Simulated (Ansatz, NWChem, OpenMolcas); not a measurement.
How methods differ on AgI (SMILES [Ag][I])

The species is AgI (2 atoms), meant as a singlet with charge 0. As SMILES, `[Ag][I]`. Geometry: the measured bond length.

```tsv
atom	x (Å)	y (Å)	z (Å)
Ag	0.0000	0.0000	0.0000
I	0.0000	0.0000	2.5446
```

Quantity: the HOMO–LUMO gap, in eV. The values are calculated.

| level | kind | program | value (eV) | CPU time |
| --- | --- | --- | --- | --- |
| SVWN5/def2-TZVPPD (core potential) | LDA | OpenMolcas | 1.91 | 22 s |
| revPBE/def2-TZVPPD (core potential) | GGA | Ansatz | 1.99 | 7 s |
| M06-L/def2-TZVPPD (core potential) | meta-GGA | NWChem | 2.51 | 62 s |
| r2SCAN/def2-TZVPPD (core potential) | meta-GGA | Ansatz | 2.39 | 14 s |
| BHLYP/def2-TZVPPD (core potential) | global hybrid | NWChem | 5.26 | 44 s |
| M06-2X/def2-TZVPPD (core potential) | hybrid meta-GGA | OpenMolcas | 5.42 | 32 s |
| PBE0/def2-TZVPPD (core potential) | global hybrid | OpenMolcas | 3.75 | 26 s |
| B2PLYP/def2-TZVPPD (core potential) | double hybrid | OpenMolcas | 5.44 | 18 s |

The values span 1.91 to 5.44 eV. Orbital gaps aren't excitation energies, and those of double hybrids come from the SCF part alone; they tend to grow with the share of exact exchange. Times are those of the runs behind each value, whatever else they computed, on shared processors of several kinds: orders of magnitude only.
